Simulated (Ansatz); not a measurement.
System: BSiH5, charge 0, singlet. BSiH5 (SMILES [SiH3]B).
B3LYP-D3(BJ)/def2-TZVP minimum from Ansatz (a program for electronic structure):
```
Si
H 1 1.4840
H 1 1.4840 2 108.57
H 1 1.4912 2 107.67 3 -116.31
B 1 2.0096 2 113.54 4 -116.40
H 5 1.1914 1 121.26 2 -153.93
H 5 1.1914 6 117.41 1 176.92
```

Total energies in cc-pV(T+d)Z, 12 correlated electrons, 6 frozen orbitals. UHF or UKS for unpaired electrons; spin-orbit terms are left out. Cores are frozen in correlated methods. No relativity.

```
method    program  energy (Eh)  minus CCSDT(Q) (mEh)
--------  -------  -----------  --------------------
HF         Ansatz   -316.50619                285.70
MP2        Ansatz   -316.73949                 52.40
CCSD       Ansatz   -316.78264                  9.25
CCSD(T)    Ansatz   -316.79042                  1.47
CCSDT(Q)   Ansatz   -316.79189                  0.00
```

Rough core times of Ansatz's runs on a shared machine: CCSD(T) under 20 s, CCSDT(Q) 20 min.
